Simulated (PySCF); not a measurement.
# Basis and Hamiltonian dependence of the ionisation energy of Mn(2+)

Mn(2+) [Ar] 3d5 (6S) → Mn(3+) [Ar] 3d4 (5D). All values are computed (PySCF 2.14, energy differences of UHF-based or UKS calculations, no spin-orbit coupling). Values in eV.

```csv
basis,Hamiltonian,functions,UHF,LDA,PBE0,MP2 (valence),CCSD(T) (valence),CCSD(T) (valence and next inner shell)
6-31G*,non-relativistic,34,32.721,n/a,34.088,33.301,n/a,n/a
Sapporo-DKH3-DZP-2012,spin-free X2C,43,32.381,n/a,n/a,33.114,n/a,n/a
def2-TZVP,non-relativistic,45,32.631,34.638,n/a,33.335,n/a,n/a
aug-cc-pVDZ-DK,spin-free X2C,59,32.512,34.563,34.039,33.289,33.343,n/a
ANO-RCC-VTZP,spin-free X2C,59,32.459,34.417,33.904,33.308,33.344,33.599
aug-cc-pVDZ,non-relativistic,59,32.750,34.788,34.271,33.518,33.573,n/a
def2-TZVPPD,non-relativistic,67,32.582,34.626,34.075,33.405,33.446,33.731
aug-cc-pVTZ,non-relativistic,93,32.588,34.653,34.084,33.422,33.460,n/a
def2-QZVPPD,non-relativistic,100,32.591,34.684,34.109,33.446,33.484,n/a
x2c-QZVPPall,spin-free X2C,103,32.362,34.478,33.896,33.221,n/a,n/a
"aug-cc-pVTZ with one added diffuse shell each of s, p, d, f, g type",non-relativistic,118,32.588,34.653,34.084,33.422,n/a,n/a
aug-cc-pwCVTZ,non-relativistic,127,32.580,34.652,34.085,33.455,n/a,n/a
"x2c-QZVPPall with one added diffuse shell each of s, p, d, f, g type",spin-free X2C,128,32.362,34.477,33.895,33.221,n/a,n/a
aug-cc-pVQZ,non-relativistic,140,32.584,34.668,34.088,33.463,n/a,n/a
```

Extrapolation of MP2 (valence) from aug-cc-pVTZ and aug-cc-pVQZ: the correlation parts are 0.834 and 0.879 eV; with the X⁻³ form and unrounded values, (4³ × 0.879 − 3³ × 0.834)/(4³ − 3³) = 0.911 eV, and adding the Hartree-Fock value 32.584 eV of the larger basis gives 33.495 eV.

Frozen in the all-electron rows: valence: [Ar]; valence and next inner shell: [Ne].

Non-relativistic rows lack the scalar-relativistic shift.

Between the lowest levels the reference is 33.668 ± 0.012 eV (measured; NIST Atomic Spectra Database, ionization energies); it includes spin-orbit coupling, which these numbers lack.
